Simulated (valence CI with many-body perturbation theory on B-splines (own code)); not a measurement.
## Al8+: what the settings do

Computed by relativistic CI+MBPT: three valence electrons over a frozen Dirac-Fock core [He], radial functions for each j: 6 s, 6 p, 5 d, 3 f, 1 g, with the one-electron correlation potential Σ1 (screened to all orders), the two-electron term Σ2, the three-electron term Σ3, Breit, model QED; selected single and double excitations, second order for the rest, scaled by the run's own slope (own B-spline code, finite nucleus).

No measured levels were compared; by estimate levels of excited configurations hold to 0.05 to 0.15 % of their energy, terms of the ground configuration to about 0.5 %.

The reference run has the lowest level 2s2 2p 2P°_1/2 and an ionisation energy of 330.147 eV. Its largest variational space holds 4148 state functions.

Reference levels: 2s2 2p 2P°_3/2 4886, 2s 2p2 4P_1/2 144952, 2s 2p2 4P_3/2 146662, 2s 2p2 4P_5/2 149146, 2s 2p2 2D_5/2 259914, 2s 2p2 2D_3/2 259936, 2s 2p2 2S_1/2 333182, 2s 2p2 2P_1/2 354451, 2s 2p2 2P_3/2 357331, 2p3 4S°_3/2 460708, 2p3 2D°_5/2 520208, 2p3 2D°_3/2 520269 cm⁻¹.

Task: Rank these changes by the mean size of the shift of these levels, smallest first.
A. scale of Σ1 1 → 0
B. natural orbitals for correlation on → off
C. cutoff of virtual states (hartree) 338 → 7000
D. box radius (bohr) 6.4853 → 2.59

Result: D (23 cm⁻¹), C (130 cm⁻¹), A (1200 cm⁻¹), B (3000 cm⁻¹).
